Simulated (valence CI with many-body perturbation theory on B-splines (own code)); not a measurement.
E1 transitions of Ti16+

Computed by relativistic CI+MBPT: four valence electrons over a frozen Dirac-Fock core [He], a basis of 11 s, 11 p, 10 d, 8 f, 5 g, 2 h functions for each j, with the one-electron correlation potential Σ1, the two-electron term Σ2, the three-electron term Σ3, Breit, model QED; selected CI, second order for the rest, scaled by the run's own slope (own B-spline code, finite nucleus).

No measured spectrum was set against this ion. As an estimate, levels of excited configurations hold to 0.05 to 0.15 % of their energy, terms of the ground configuration to about 0.5 %. Among the levels kept, up to 850 cm⁻¹ of a level comes from second order outside the variational space, and about a tenth of that is noise between levels of different J, which matters for small intervals.

Lines 151 to 200 of 569 in falling wavelength, among levels below 802.70 eV, chosen from the strongest by gf and those to the six lowest levels. Wavelengths and rates use the calculated energies, so an error of 400 cm⁻¹ moves a line at 246.2 Å by 0.098 % and its rate by three times that or more. Electric multipoles are in the length gauge with retardation, E1 and E2 with the static RPA response of the core. Weak lines are less certain than strong ones. Lines between different terms over intervals too small for the method are left out, as are lines whose strength nearly cancels. The highest levels of a list are the least certain.

Names give the largest LS component (configuration and term), which can be under half, so a name can repeat, a term be missing and a line seem to break the LS rules; names also repeat where a configuration has a term twice. Letters in brackets count levels of one name in rising energy.

```tsv
λ vac (Å)	Upper	Lower	A (s⁻¹)	log gf	Branch %
246.2	2p³3p ³D_2	2s2p²3p ³D°_1 [c]	1.91e+09	-1.06	0.2
241.1	2p³3p ³F_3	2s2p²3p ³D°_2 [c]	1.98e+09	-0.92	0.2
234.7	2p³3s ³D°_1	2s2p²3s ³P_0 [b]	3.75e+09	-1.03	0.5
231.0	2p⁴ ³P_2	2s2p³ ³S°_1	4.91e+09	-0.71	11.0
229.0	2p⁴ ¹D_2	2s2p³ ¹P°_1	3.05e+09	-0.92	10.4
227.6	2p³3s ³D°_2	2s2p²3s ³S_1	3.29e+09	-0.89	0.4
224.2	2s2p³ ³D°_3	2s²2p² ¹D_2	3.01e+08	-1.80	5.9
210.6	2p⁴ ³P_1	2s2p³ ³S°_1	7.63e+09	-0.82	15.7
209.9	2s2p²3p ¹F°_3	2s²2p3p ¹D_2	5.77e+09	-0.57	0.2
208.0	2s2p²3d ¹G_4	2s²2p3d ¹F°_3	1.48e+09	-1.06	0.1
200.8	2p³3s ³P°_1	2s2p²3s ³P_2 [b]	4.80e+09	-1.06	0.5
200.4	2p³3p ³D_1	2s2p²3p ³D°_1 [b]	6.91e+09	-0.90	0.4
198.6	2s2p²3d ³F_4 [b]	2s²2p3d ³D°_3	1.66e+09	-1.05	0.0
198.5	2p³3p ³D_2	2s2p²3p ³D°_2 [b]	5.00e+09	-0.83	0.4
197.7	2p³3p ³D_3	2s2p²3p ³D°_3 [b]	4.83e+09	-0.70	0.4
196.1	2p³3p ¹P_1	2s2p²3p ¹P°_1 [a]	7.36e+09	-0.90	0.4
195.9	2p³3s ³P°_1	2s2p²3s ³P_1 [b]	7.59e+09	-0.88	0.8
195.0	2p³3s ³P°_2	2s2p²3s ³P_2 [b]	1.43e+10	-0.39	1.4
192.2	2s2p²3d ³G_5	2s²2p3d ³F°_4	2.24e+09	-0.86	68.4
191.6	2s2p²3s ³D_3	2s²2p3s ³P°_2	6.53e+09	-0.60	0.4
190.9	2p³3s ¹P°_1	2s2p²3s ¹P_1	1.04e+10	-0.77	0.6
189.1	2s2p²3p ³F°_4	2s²2p3p ³D_3	3.49e+09	-0.77	58.3
188.7	2s2p²3d ³F_4 [b]	2s²2p3d ³F°_4	2.27e+09	-0.96	0.0
188.3	2s2p³ ³D°_3	2s²2p² ³P_2	4.76e+09	-0.75	94.0
187.1	2p³3p ¹F_3	2s2p²3p ¹F°_3	9.26e+09	-0.47	0.8
186.9	2p⁴ ¹D_2	2s2p³ ¹D°_2	2.32e+10	-0.22	79.1
186.1	2p³3p ³D_3	2s2p²3p ³F°_3	4.95e+09	-0.74	0.4
185.1	2p³3p ³F_3	2s2p²3p ³F°_4	3.76e+09	-0.87	0.3
183.8	2p³3s ¹D°_2	2s2p²3s ¹D_2	1.79e+10	-0.34	1.1
182.9	2p³3p ³F_4	2s2p²3p ³F°_4	9.55e+09	-0.37	0.9
182.0	2s2p³ ³D°_2	2s²2p² ³P_1	6.01e+09	-0.83	97.9
181.6	2s2p²3p ³D°_3 [b]	2s²2p3p ³D_3	2.91e+09	-1.00	0.5
181.6	2s2p³ ³D°_1	2s²2p² ³P_1	1.19e+09	-1.75	16.8
181.1	2s2p²3d ³G_4	2s²2p3d ³F°_3	2.62e+09	-0.94	0.6
179.7	2p³3s ³D°_2	2s2p²3s ³D_3	3.78e+09	-1.04	0.5
178.8	2p³3s ³D°_2	2s2p²3s ³D_2	5.00e+09	-0.92	0.6
178.5	2s2p²3p ³F°_3	2s²2p3p ³D_2	4.02e+09	-0.87	3.5
177.3	2p³3s ³D°_3	2s2p²3s ³D_3	9.75e+09	-0.49	1.2
177.0	2s2p²3d ³F_3 [b]	2s²2p3d ³F°_3	3.17e+09	-0.98	0.0
176.0	2s2p²3s ³D_2	2s²2p3s ³P°_1	5.99e+09	-0.86	0.4
175.8	2s2p²3p ¹D°_2 [a]	2s²2p3p ¹P_1	4.48e+09	-0.98	0.2
175.5	2s2p²3d ³G_3	2s²2p3d ³F°_2	3.15e+09	-0.99	3.8
172.4	2s2p²3p ³F°_2	2s²2p3p ³D_1	6.42e+09	-0.84	0.5
172.3	2s2p³ ³D°_1	2s²2p² ³P_0	5.81e+09	-1.11	81.9
171.5	2p³3s ³P°_2	2s2p²3s ³S_1	4.28e+09	-1.03	0.4
171.3	2s2p²3d ³F_2 [b]	2s²2p3d ³F°_2	4.40e+09	-1.01	0.0
170.8	2s2p²3p ³D°_2 [b]	2s²2p3p ³D_2	4.39e+09	-1.02	1.1
168.6	2p³3p ³P_1	2s2p²3p ³P°_2 [a]	7.18e+09	-1.04	0.3
167.2	2p³3p ³P_2	2s2p²3p ³P°_2 [a]	4.51e+09	-1.03	0.1
163.9	2s2p²3p ³D°_1 [b]	2s²2p3p ³D_1	7.54e+09	-1.04	0.7
```

Question: How does gf follow from A for the line at 192.2 Å?

Answer: gf = 1.4992 × (2J+1)_upper × A / σ², with σ = 520247 cm⁻¹ and 2J+1 = 11: gf = 0.137.
